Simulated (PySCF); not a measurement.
V(SH)4: V(IV) (d1), charge 0. The structure is a model geometry with rigid ligands and bond lengths from ionic radii, not a minimum; coordination tetrahedral, point group S4, metal–donor distances 2.20 Å.

The d shell alone is too small an active space for V(SH)4 (an active orbital has only 0.67 squared overlap with the free ion's shell): its levels, fitted parameters, g values and moments show what this model gives and aren't sound predictions.

```
9

V     0.0000    0.0000    0.0000
S     1.2702    1.2702    1.2702
H     0.4811    2.3479    1.4145
S    -1.2702   -1.2702    1.2702
H    -0.4811   -2.3479    1.4145
S    -1.2702    1.2702   -1.2702
H    -2.3479    0.4811   -1.4145
S     1.2702   -1.2702   -1.2702
H     2.3479   -0.4811   -1.4145
```

Method (PySCF 2.14, density fitting): CASSCF(1,5) with orbitals averaged over all microstates of the shell, strongly contracted NEVPT2 on the averaged canonical orbitals; basis x2c-TZVPall on the metal, x2c-SVPall elsewhere; spin-free X2C; gas phase; spin-orbit coupling by state interaction with the mean-field operator over all roots.

**Question.** What is the ground state?

**Answer.** 2B (from 2E) (S = 1/2, orbital degeneracy 1), with 1.0 electrons in the lower (e-type) set and 0.0 in the upper (t2-type) set, by NEVPT2.

**Question.** List the excited states of the same spin.

**Answer.** By NEVPT2: 2A (from 2E) at 10190 cm⁻¹ (981 nm); 2E (from 2T2) at 16225 cm⁻¹ (616 nm); 2B (from 2T2) at 19923 cm⁻¹ (502 nm). The strongest, at 16225 cm⁻¹, has f = 4.0e-03.

**Question.** Give the fitted ligand-field and repulsion parameters.

**Answer.** At NEVPT2 level: orbital energies 0, 10190, 16225, 16225, 19923 cm⁻¹; 10Dq = 12362 cm⁻¹ (difference of the means of the two sets); ζ = 141 cm⁻¹ (free ion 245), lowered by covalency.

**Question.** What are the magnetic parameters?

**Answer.** The ground doublet has g = 1.952, 1.986, 1.986. μeff is 1.73 μB at 300 K and 1.71 μB at 10 K; the spin-only value is 1.73 μB.

The geometry is a model, and the complex may not exist in this form. Charge-transfer states lie outside this active space and may come lower than some of these levels. NEVPT2 lifts 2A (from 2E) from 6631 to 10190 cm⁻¹; on the d shell alone such lifts tend to overshoot. NEVPT2 on the d shell alone tends to put d–d bands too high for such charged or covalently bound ions.

The job took 8.8 s on one thread of Arm Neoverse V1 (shared host), with 140 basis functions, launched as `OMP_NUM_THREADS=1 python lf_run.py task.json out`.
